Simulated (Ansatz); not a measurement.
Coupled-cluster diagnostics for GaH2(CCH) (C₂H₃Ga), Ansatz.

Geometry of the singlet (PBE-D4/def2-TZVP):

| atom | x (Å) | y (Å) | z (Å) |
| --- | --- | --- | --- |
| Ga1 | -0.234 | -0.579 | 1.142 |
| H2 | 0.675 | -0.193 | 2.360 |
| H3 | -1.406 | -1.618 | 1.216 |
| C4 | 0.111 | 0.274 | -0.545 |
| C5 | 0.331 | 0.819 | -1.616 |
| H6 | 0.523 | 1.296 | -2.557 |

Correlated methods freeze 11 core orbitals; core or outer-core shells of Ga are correlated, in sets that lack core-valence functions. In CCSD on the charge 1 doublet the largest single amplitude is 0.23, so its Hartree–Fock determinant may place the open shell otherwise than the density functionals do.

Q: Estimate the CCSD(T) correlation energy, the shares of MP2 and (T), T1 and the reference's ⟨S²⟩ for: charge 0, singlet, own geometry in def2-TZVPP; charge 1, doublet, vertical in def2-TZVPP; and the rough time on 4 threads of Arm Neoverse V1 on a shared host.

A: 
| state | basis | correlation (eV) | MP2 share (%) | (T) share (%) | T1 | ⟨S²⟩ (pure) | wall time |
| --- | --- | --- | --- | --- | --- | --- | --- |
| charge 0, singlet, own geometry | def2-TZVPP | -15.510 | 93.2 | 4.7 | 0.014 | 0.00 (0.00) | 14 s |
| charge 1, doublet, vertical | def2-TZVPP | -14.071 | 90.0 | 4.3 | 0.037 | 0.76 (0.75) | 63 s |
Customary marks for T1 are 0.02 (closed shells), 0.045 (open shells) and about 0.05 (3d metals). T1 exceeds 0.02 in 1 of 2 rows and 0.045 in 0; the higher it lies, the less the single-reference result can be trusted.
